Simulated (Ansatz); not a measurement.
H₅OSi₂, SMILES [SiH2]O[SiH3] (connectivity only; charge and spin as stated), charge +1, multiplicity 1.

Coordinates come from a PBE-D3(BJ)/def2-TZVP optimisation. The spin state was assumed, not searched. The isomer is the one that the SMILES or the coordinates give; other isomers of the formula were not compared.

Two levels are set side by side: PBE/def2-SVPD (Ansatz, a quantum-chemistry and plane-wave program) and PBE0/def2-SVPD (Ansatz). Energy differences of separate SCF runs at the same geometry; the states with an electron removed or added have multiplicity 2 and 2. Differences are taken from unrounded values.

| quantity | PBE0 |
|---|---|
| vertical ionisation energy (eV) | 16.39 |
| vertical electron affinity (eV) | 6.32 |
| vertical singlet–triplet gap (eV) | 4.61 |

Q: What does PBE give, and how far is it from PBE0? (The exact figures need the calculation; the answer reports its results.)

A: 
```
quantity                             PBE  PBE minus PBE0
---------------------------------  -----  --------------
vertical ionisation energy (eV)    15.99           -0.40
vertical electron affinity (eV)     6.29           -0.03
vertical singlet–triplet gap (eV)   4.18           -0.43
```
